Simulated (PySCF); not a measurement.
`C[C@@H]([SiH3])[Si@@](N)(P)C[SiH3]`: 4 charge schemes on one density

Compound: C₃H₁₆NPSi₃.
Numbering: `[CH3:1][C@@H:2]([SiH3:3])[Si@@:4]([NH2:5])([PH2:6])[CH2:7][SiH3:8]` (hydrogens: H9, H10, H11 on C1; H12 on C2; H13, H14, H15 on Si3; H16, H17 on N5; H18, H19 on P6; H20, H21 on C7; H22, H23, H24 on Si8)

Geometry (GFN2-xTB, Å), atoms numbered from 1 in this order:
```xyz
24
C3H16NPSi3 angstrom
C     -1.967   -1.388   -0.693
C     -1.012   -0.198   -0.743
Si    -1.947    1.455   -0.731
Si     0.296   -0.335    0.639
N     -0.527   -0.101    2.152
P      1.274   -2.373    0.342
C      1.630    1.017    0.568
Si     2.547    1.125   -1.087
H     -2.575   -1.361    0.210
H     -2.640   -1.388   -1.549
H     -1.411   -2.328   -0.699
H     -0.463   -0.260   -1.688
H     -1.005    2.557   -0.935
H     -2.661    1.631    0.534
H     -2.924    1.448   -1.826
H      0.020   -0.006    2.993
H     -1.349   -0.650    2.347
H      2.300   -2.125    1.235
H      0.516   -2.996    1.319
H      1.160    1.972    0.790
H      2.354    0.835    1.361
H      1.628    1.576   -2.135
H      3.639    2.097   -0.960
H      3.105   -0.184   -1.437
```

Density: PBE0/pcSseg-1 (PySCF); schemes: Mulliken, IAO, Hirshfeld and ESP-fitted. Geometry: GFN2-xTB, one conformer, isolated molecule.

**Question.** Give the atomic charges in each scheme.

**Answer.** In e; atoms taken as equivalent share a row and are averaged (×n: the atom named and its like, n in all):

```tsv
atom	environment	Mulliken	IAO	Hirshfeld	ESP-fitted
C1	methyl carbon	-0.247	-0.402	-0.117	-0.690
C2	sp3 carbon bound to silicon	-0.847	-0.649	-0.196	+0.267
Si3	SiH3 silicon	+0.501	+0.594	+0.300	+0.253
Si4	four-coordinate silicon	+0.836	+0.991	+0.364	+0.372
N5	silicon-bound nitrogen	-0.615	-0.833	-0.312	-1.022
P6	three-coordinate phosphorus	-0.201	-0.162	-0.047	-0.480
C7	sp3 carbon bound to silicon	-0.845	-0.827	-0.250	-0.371
Si8	SiH3 silicon	+0.482	+0.602	+0.307	+0.335
H9/H10/H11	methyl hydrogen	+0.127	+0.137	+0.037	+0.183
H12	methine hydrogen	+0.186	+0.153	+0.035	+0.004
H13/H14/H15	Si–H hydrogen	-0.080	-0.119	-0.079	-0.089
H16/H17	N–H hydrogen	+0.190	+0.259	+0.113	+0.390
H18/H19	P–H hydrogen	+0.051	-0.006	-0.016	+0.140
H20	methylene hydrogen	+0.180	+0.169	+0.043	+0.130
H21	methylene hydrogen	+0.169	+0.161	+0.041	+0.132
H22/H23/H24	Si–H hydrogen	-0.074	-0.119	-0.078	-0.090
```

Mean size of the charges over all atoms: IAO 0.300 e, Mulliken 0.268 e, ESP-fitted 0.258 e, Hirshfeld 0.119 e. Each set sums to the total charge, 0, to within 0.001 e. The IAO scheme counts the electrons in orthogonalised intrinsic atomic orbitals, a minimal basis polarised so that it spans the occupied orbitals exactly. The Hirshfeld scheme weights the molecular density at each point by an atom's share of the summed free-atom densities.

Some averages cover members that differ in this geometry: H9/H10/H11, ESP-fitted +0.158 to +0.210; H22/H23/H24, ESP-fitted -0.106 to -0.062; H13/H14/H15, ESP-fitted -0.106 to -0.072; H9/H10/H11, Mulliken +0.112 to +0.137 e.

Lowest charge. The schemes don't all agree: Mulliken C2 (-0.847); IAO N5 (-0.833); Hirshfeld N5 (-0.312); ESP-fitted N5 (-1.022).

Highest charge. The schemes don't all agree: Mulliken Si4 (+0.836); IAO Si4 (+0.991); Hirshfeld Si4 (+0.364); ESP-fitted H16/H17 (+0.390).

**Question.** How closely do the schemes follow one another over all atoms?

**Answer.** Correlation coefficient and root-mean-square difference: Mulliken with IAO 0.98, 0.089 e; IAO with Hirshfeld 0.98, 0.258 e; Mulliken with Hirshfeld 0.93, 0.233 e; IAO with ESP-fitted 0.73, 0.285 e; Hirshfeld with ESP-fitted 0.72, 0.253 e; Mulliken with ESP-fitted 0.62, 0.313 e.

**Question.** How many electrons does the IAO scheme count on Si8?

**Answer.** Z − q = 14 − (+0.602) = 13.398.
